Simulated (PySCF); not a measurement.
Al(Br)(Me)(OH) (CH4AlBrO), SMILES [CH3][Al]([OH])[Br]. Geometry: TPSSh-D3(BJ)/def2-SVP. The structure was generated by enumeration; whether it is a known compound was not checked. One conformer was computed; it need not be the lowest.

Problem. Give the equilibrium geometry at TPSSh-D3(BJ)/def2-SVP (PySCF confirms it by a frequency run) as a Z-matrix, and its point group. (The exact figures need the calculation; the answer reports its results.)

Solution. One answer among several that fit: point group Cs.
```
Al
O 1 1.7045
H 2 0.9646 1 125.21
C 1 1.9420 2 119.90 3 180.00
H 4 1.1019 1 111.21 2 0.00
H 4 1.1034 5 108.31 1 122.26
H 4 1.1034 5 108.31 6 115.48
Br 1 2.2742 2 118.55 3 0.00
```
Charge 0, spin multiplicity 1.
